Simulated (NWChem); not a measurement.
System: BeHSeF; SMILES [F][Be][SeH]

Excerpt of the output:

```
             Northwest Computational Chemistry Package (NWChem) 7.3.0
             --------------------------------------------------------

 CS  symmetry detected

                             Geometry "geometry" -> ""
                             -------------------------

 Output coordinates in angstroms (scale by  1.889725989 to convert to a.u.)

  No.       Tag          Charge          X              Y              Z
 ---- ---------------- ---------- -------------- -------------- --------------
    1 Be                   4.0000    -0.00924822     1.23462441     0.00000000
    2 F                    9.0000    -0.01862372     2.60966796     0.00000000
    3 Se                  34.0000    -0.03652075    -0.81103240     0.00000000
    4 H                    1.0000     1.44631178    -0.85040751     0.00000000

 Effective nuclear repulsion energy (a.u.)     110.5981774962

      Symmetry information
      --------------------

 Group name             Cs
 Group number              2
 Group order               2
 No. of unique centers     4

                                 NWChem DFT Module
                                 -----------------

 Summary of "ao basis" -> "ao basis" (spherical)
 ------------------------------------------------------------------------------
       Tag                 Description            Shells   Functions and Types
 ---------------- ------------------------------  ------  ---------------------
 Be                          6-31g*                  6       14   3s2p1d
 F                           6-31g*                  6       14   3s2p1d
 Se                          6-31g*                 12       32   5s4p3d
 H                           6-31g*                  2        2   2s

      Symmetry analysis of basis
      --------------------------

        a'         44
        a"         18

            General Information
            -------------------
          SCF calculation type: DFT
          Wavefunction type:  closed shell.
          No. of atoms     :     4
          No. of electrons :    48
           Alpha electrons :    24
            Beta electrons :    24
          Charge           :     0
          Spin multiplicity:     1
          Use of symmetry is: on ; symmetry adaption is: on
          Maximum number of iterations: 150
          AO basis - number of functions:    62
                     number of shells:    26
          Convergence on energy requested:  1.00D-06
          Convergence on density requested:  1.00D-05
          Convergence on gradient requested:  5.00D-04

              XC Information
              --------------
                          KT2 Method XC Functional
                        Slater Exchange Functional  1.072 local
                           KT1 gradient correction  1.000 non-local
            Perdew 1991 LDA Correlation Functional  0.577 local

             Grid Information
             ----------------
          Grid used for XC integration:  medium
          Radial quadrature: Mura-Knowles
          Angular quadrature: Lebedev.
          Tag              B.-S. Rad. Rad. Pts. Rad. Cut. Ang. Pts.
          ---              ---------- --------- --------- ---------
          Be                  1.05       49           8.0       434
          F                   0.50       49          10.0       434
          Se                  1.15      112           9.0       590
          H                   0.35       45           9.0       434
          Grid pruning is: on
          Number of quadrature shells:   255
          Spatial weights used:  Erf1

      Superposition of Atomic Density Guess
      -------------------------------------

 Sum of atomic energies:       -2513.94267187

      Non-variational initial energy
      ------------------------------

 Total energy =   -2514.412943
 1-e energy   =   -3721.073757
 2-e energy   =    1096.062637
 HOMO         =      -0.304957
 LUMO         =       0.012374

      Symmetry analysis of molecular orbitals - initial
      -------------------------------------------------

  Numbering of irreducible representations:

     1 a'          2 a"

  Orbital symmetries:

     1 a'          2 a'          3 a'          4 a'          5 a"
     6 a'          7 a'          8 a'          9 a'         10 a"
    11 a'         12 a'         13 a'         14 a"         15 a"
    16 a'         17 a'         18 a'         19 a'         20 a'
    21 a"         22 a'         23 a'         24 a"         25 a'
    26 a'         27 a"         28 a'         29 a'         30 a'
    31 a'         32 a"         33 a'         34 a'

     ---------------------------------------------
      Total Density - Mulliken Population Analysis
     ---------------------------------------------

    Atom       Charge   Shell Charges
 -----------   ------   -------------------------------------------------------
    1 Be   4     3.20   2.00  0.36  0.39  0.34  0.06  0.06
    2 F    9     9.60   2.00  0.96  3.53  0.99  2.13  0.00
    3 Se  34    34.44   2.00  2.00  6.00  2.00  5.99  1.49  3.25  0.36  1.32  6.94  2.94  0.15
    4 H    1     0.75   0.37  0.38

   convergence    iter        energy       DeltaE   RMS-Dens  Diis-err
 ---------------- ----- ----------------- --------- --------- ---------
 d= 0,ls=0.0,diis     1  -2527.4268029220 -2.64D+03  2.37D-02  5.78D-01
 d= 0,ls=0.0,diis     2  -2527.2258482898  2.01D-01  1.43D-02  2.98D+00
 d= 0,ls=0.0,diis     3  -2527.5012531753 -2.75D-01  2.95D-03  4.48D-02
 d= 0,ls=0.0,diis     4  -2527.5044436249 -3.19D-03  1.39D-03  6.84D-03
 d= 0,ls=0.0,diis     5  -2527.5052863368 -8.43D-04  4.70D-04  6.90D-04
  Resetting Diis
 d= 0,ls=0.0,diis     6  -2527.5053928791 -1.07D-04  5.03D-05  1.36D-05
 d= 0,ls=0.0,diis     7  -2527.5053942801 -1.40D-06  2.27D-05  3.92D-07
 d= 0,ls=0.0,diis     8  -2527.5053941958  8.43D-08  1.27D-05  1.02D-06
 d= 0,ls=0.0,diis     9  -2527.5053943463 -1.51D-07  1.84D-06  2.29D-08

         Total DFT energy =    -2527.505394346310
      One electron energy =    -3725.946372058193
           Coulomb energy =     1199.902383360782
    Exchange-Corr. energy =     -112.059583145051
 Nuclear repulsion energy =      110.598177496151

 Numeric. integr. density =       48.000011608983

                  Occupations of the irreducible representations
                  ----------------------------------------------

                     irrep           alpha         beta
                     --------     --------     --------
                     a'               18.0         18.0
                     a"                6.0          6.0

                       DFT Final Molecular Orbital Analysis
                       ------------------------------------

 Vector   22  Occ=2.000000D+00  E=-3.581968D-01  Symmetry=a'
              MO Center=  1.5D-01,  1.4D+00,  6.3D-15, r^2= 3.5D+00
   Bfn.  Coefficient  Atom+Function         Bfn.  Coefficient  Atom+Function
  ----- ------------  ---------------      ----- ------------  ---------------
    17      0.516626  2 F  px                21      0.346700  2 F  px
    39     -0.312947  3 Se px                61     -0.173978  4 H  s
    62     -0.168224  4 H  s                 35      0.139666  3 Se px
    38     -0.138095  3 Se s                 40      0.119025  3 Se py
    43     -0.100491  3 Se px                 3      0.076831  1 Be px

 Vector   23  Occ=2.000000D+00  E=-2.939335D-01  Symmetry=a'
              MO Center= -2.4D-02, -6.2D-01,  7.4D-15, r^2= 2.0D+00
   Bfn.  Coefficient  Atom+Function         Bfn.  Coefficient  Atom+Function
  ----- ------------  ---------------      ----- ------------  ---------------
    40      0.600459  3 Se py                36     -0.264181  3 Se py
    38      0.249933  3 Se s                  4     -0.215133  1 Be py
    44      0.194325  3 Se py                39      0.173281  3 Se px
    42     -0.173514  3 Se s                  6      0.166947  1 Be s
     2      0.158057  1 Be s                 34     -0.107786  3 Se s

 Vector   24  Occ=2.000000D+00  E=-2.273827D-01  Symmetry=a"
              MO Center= -1.6D-02, -6.4D-01,  1.3D-12, r^2= 2.0D+00
   Bfn.  Coefficient  Atom+Function         Bfn.  Coefficient  Atom+Function
  ----- ------------  ---------------      ----- ------------  ---------------
    41      0.707509  3 Se pz                45      0.361192  3 Se pz
    37     -0.302261  3 Se pz                 5      0.113037  1 Be pz
    33      0.090147  3 Se pz                19     -0.081801  2 F  pz
    23     -0.062466  2 F  pz                 9      0.038523  1 Be pz
    11     -0.029138  1 Be d -1              57      0.025707  3 Se d -1

 Vector   25  Occ=0.000000D+00  E=-3.937573D-02  Symmetry=a'
              MO Center=  1.6D-01,  2.0D-01,  4.7D-14, r^2= 3.7D+00
   Bfn.  Coefficient  Atom+Function         Bfn.  Coefficient  Atom+Function
  ----- ------------  ---------------      ----- ------------  ---------------
    62      0.899143  4 H  s                 43     -0.475743  3 Se px
    42     -0.414221  3 Se s                  3     -0.372505  1 Be px
     7     -0.338269  1 Be px                39     -0.282815  3 Se px
    38      0.273982  3 Se s                 61      0.236101  4 H  s
     6      0.176335  1 Be s                 17      0.168789  2 F  px

 Vector   26  Occ=0.000000D+00  E=-2.515028D-02  Symmetry=a'
              MO Center=  2.4D-01,  6.9D-01, -1.0D-12, r^2= 4.2D+00
   Bfn.  Coefficient  Atom+Function         Bfn.  Coefficient  Atom+Function
  ----- ------------  ---------------      ----- ------------  ---------------
     6      1.593331  1 Be s                 44     -0.625132  3 Se py
    42     -0.511917  3 Se s                 38      0.401268  3 Se s
    40     -0.371134  3 Se py                20     -0.267015  2 F  s
     8     -0.240526  1 Be py                62      0.188650  4 H  s
     1     -0.161780  1 Be s                 18      0.146565  2 F  py

[...]
```

Level: KT2/6-31G* (spherical d). Coordinates come from a B3LYP/6-31G* (spherical d) optimisation.

### Question
Write an input that gives this output.

### Answer
This is not unique; one that fits is the input that was run:
```
start job
memory heap 200 mb stack 900 mb global 1100 mb
geometry units angstroms noautoz
  Be     0.022448     1.134872     0.000000
  F      0.116036     2.506759     0.000000
  Se    -0.157888    -0.903003     0.000000
  H      1.317836    -1.053274     0.000000
end
basis spherical
  * library 6-31g*
end
dft
  xc kt2
  iterations 150
  mulliken
end
task dft energy
```
